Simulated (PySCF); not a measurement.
# Spin-rotation constants: `CS[SiH2]O/C=C\[SiH3]`, C₃H₁₀OSSi₂

Geometry:
| atom | x (Å) | y (Å) | z (Å) |
| --- | --- | --- | --- |
| C1 | 3.789 | 0.341 | 0.130 |
| S2 | 2.142 | 0.477 | 0.890 |
| Si3 | 0.996 | 0.038 | -0.840 |
| O4 | -0.514 | 0.163 | -0.288 |
| C5 | -1.688 | -0.003 | -0.937 |
| C6 | -2.836 | 0.180 | -0.304 |
| Si7 | -2.846 | 0.673 | 1.513 |
| H8 | 4.517 | 0.531 | 0.910 |
| H9 | 3.927 | -0.658 | -0.270 |
| H10 | 3.890 | 1.080 | -0.658 |
| H11 | 1.298 | -1.311 | -1.320 |
| H12 | 1.279 | 1.009 | -1.897 |
| H13 | -1.598 | -0.287 | -1.981 |
| H14 | -3.749 | 0.036 | -0.860 |
| H15 | -2.171 | 1.960 | 1.679 |
| H16 | -4.253 | 0.792 | 1.912 |
| H17 | -2.189 | -0.360 | 2.312 |

Computed, not measured: GIAO BHandHLYP/pcSseg-1 magnetisability, rotational g tensor and spin-rotation constants, non-relativistic, gas phase (PySCF 2.14.0). Geometry: GFN2-xTB.

**Question.** Give the nuclear spin-rotation constants along the inertial axes (H = +C I·J) beside the isotropic shieldings.

**Answer.** Rotational constants 3.3409, 0.6158, 0.5280 GHz. A star marks the isotopologue with that one atom substituted, in its own axes.
```tsv
atom	isotope	Caa (kHz)	Cbb (kHz)	Ccc (kHz)	mean (kHz)	σ (ppm)
H8	1H	-0.202	-0.014	-0.059	-0.092	29.9
H9	1H	-0.339	-0.041	-0.017	-0.132	30.2
H10	1H	-0.346	-0.046	-0.011	-0.134	30.2
H11	1H	-0.241	-0.033	-0.002	-0.092	26.8
H12	1H	-0.246	-0.036	0.001	-0.094	26.8
H13	1H	-0.305	0.058	-0.058	-0.102	24.9
H14	1H	0.062	-0.018	-0.067	-0.008	26.9
H15	1H	-0.224	-0.043	-0.002	-0.089	27.8
H16	1H	0.126	-0.054	-0.051	0.007	28.2
H17	1H	-0.230	-0.043	-0.001	-0.091	27.8
C1	13C*	0.425	0.078	0.064	0.189	178.8
S2	33S*	0.229	0.119	0.104	0.151	722.5
Si3	29Si*	-1.883	-0.385	-0.337	-0.868	368.9
O4	17O*	-0.658	-0.088	-0.037	-0.261	230.5
C5	13C*	1.189	0.309	0.111	0.536	26.8
C6	13C*	1.119	0.234	0.064	0.472	79.2
Si7	29Si*	-1.784	-0.307	-0.277	-0.789	441.8
```
For the geometry as given, no vibrational averaging.
